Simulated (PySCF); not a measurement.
B(Cl)(NHMe)(OMe) (C2H7BClNO), SMILES COB(NC)Cl.

Geometry: B3LYP-D3(BJ)/def2-SVP. One conformer was computed; it need not be the lowest.

Level of theory: HF/def2-TZVP in PySCF.

The molecule is in vacuum.

Computed frontier levels, gap, dipole moment and polarisability:
```yaml
highest_occupied_level: -10.83 eV
lowest_empty_level: 3.14 eV
orbital_gap: 13.97 eV
dipole_moment: 3.85 D
quadrupole, principal values (traceless, Buckingham form, about the centre of nuclear charge): -2.77, -1.94, 4.70 D·Å
mean_static_polarisability: 57.6 bohr³ (8.53 Å³)
polarisability_principal_values: 46.2, 61.8, 64.7 bohr³
```
